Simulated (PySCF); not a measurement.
# [RuO2]-: from structure and modes to constants

Computed with UPBE0/[Ru def2-SVPD with ECP28, O def2-SVPD], scalar-relativistic core potentials, density fitting, no spin–orbit coupling, PySCF.

The doublet minimum has C2v symmetry. Masses (u): Ru 101.90435, O 15.99492.

```xyz
3
charge -1 multiplicity 2, angstrom
Ru    0.0000    0.0880    0.0000
O     0.0000   -0.2806    1.6570
O     0.0000   -0.2806   -1.6570
```

Harmonic wavenumbers (cm⁻¹): 158.3 (a1, ×1), 906.5 (b2, ×1), 948.7 (a1, ×1).

(1) Find the principal moments of inertia and the rotational constants. What kind of rotor is it?

(2) Find the vibrational entropy and heat capacity at 298.15 K.

(3) Give the standard entropy (298.15 K, 1 bar) by its translational, rotational, vibrational and spin parts, and Cp.

Results:

(1) About the centre of mass I = 3.3093, 87.831, 91.14 u Å². With B = 16.8576/I this gives 5.094, 0.1919, 0.185 cm⁻¹. The molecule is an asymmetric top with κ = -1.00.

(2) With u = 1.43878 ω/T, each mode gives S = R[u/(eᵘ−1) − ln(1−e⁻ᵘ)] and C = R u² eᵘ/(eᵘ−1)².
```csv
ω (cm⁻¹),u,S (J/(mol K)),C (J/(mol K))
158.3,0.764,10.75,7.92
906.5,4.374,0.57,2.06
948.7,4.578,0.48,1.83
```
The sums over all modes are S = 11.8 and C = 11.8 J/(mol K); the softest mode gives 91 % of the entropy.

(3) Sackur–Tetrode with M = 133.89 u gives 169.9; rotation with symmetry number 2 gives 85.1; vibration 11.8; spin R ln 2 = 5.8. The total is 272.6 J/(mol K), and Cp = 4 R + 11.8 = 45.1 J/(mol K).

Other isomers or separated fragments may lie lower. Other spin states or occupations of the open shell can lie lower. The lowest empty level of this anion is unbound, so it and the gap depend on the basis.
